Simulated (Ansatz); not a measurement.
Reaction (formal exchange of groups at a Ga–C bond): `N#[C][GaH2]` + `N=C(N)N` → `N=[C](N)[GaH2]` + `N#CN`

Computed with Ansatz on PBE0-D4/def2-TZVP structures; ΔE is electronic, products minus reactants. CBS: MP2 limit from def2 TZ/QZ plus the TZ coupled-cluster correction, frozen cores. This one scheme is used for every species. Functionals use def2-TZVPP. HSE06 is defined as in plane-wave codes. For Ga outer-core shells are correlated without core-valence functions, which leaves a few kJ/mol of doubt a bond. Scalar relativity is left out up to krypton. One conformer a species, not always the lowest.

| level | ΔE (kJ/mol) |
| --- | --- |
| CAM-B3LYP-D4 | 90.6 |
| HSE06 | 84.8 |

(1) What does CCSD(T)/CBS give? (Estimate.)

Largest T1 diagnostic among the species: 0.014.

Results:

(1) Computed: +96.1 kJ/mol. The listed levels differ from it by -5.5, -11.3 kJ/mol.

From r2SCAN to r2SCAN0 (25 % exact exchange), in def2-TZVPP and without D4, ΔE moves by +5.9 kJ/mol. Leaving LDA and LC-ωPBE aside and taking each functional with its dispersion term where it has one, the values, not all of them listed here, spread over 23.3 kJ/mol, from PBE-D4 to PBE-QIDH. LDA lies −4.6 kJ/mol from PBE without D4.
